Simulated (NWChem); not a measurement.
# SbF5; SMILES [F][Sb]([F])([F])([F])[F]

```xyz
6

Sb     0.0002     0.0001     0.0000
F      0.0017     0.0011    -1.8938
F      0.0017     0.0011     1.8938
F      1.8520     0.3492     0.0000
F     -1.2323     1.4254     0.0000
F     -0.6243    -1.7776     0.0000
```
Atoms are numbered in this order, from 1.

All runs: NWChem. Coordinates come from a PBE0/def2-SVP optimisation. def2 effective core potentials on Sb; no spin-orbit coupling.

For level B3LYP/def2-SVP (core potentials):

```
Property                      Value
---------------------------  ------
highest occupied level (eV)  -11.73
orbital gap (eV)               7.09
```

Question: Estimate the same quantities for level B3LYP/STO-3G (all-electron, non-relativistic).

Answer: highest occupied level (eV): -4.71
orbital gap (eV): 7.95
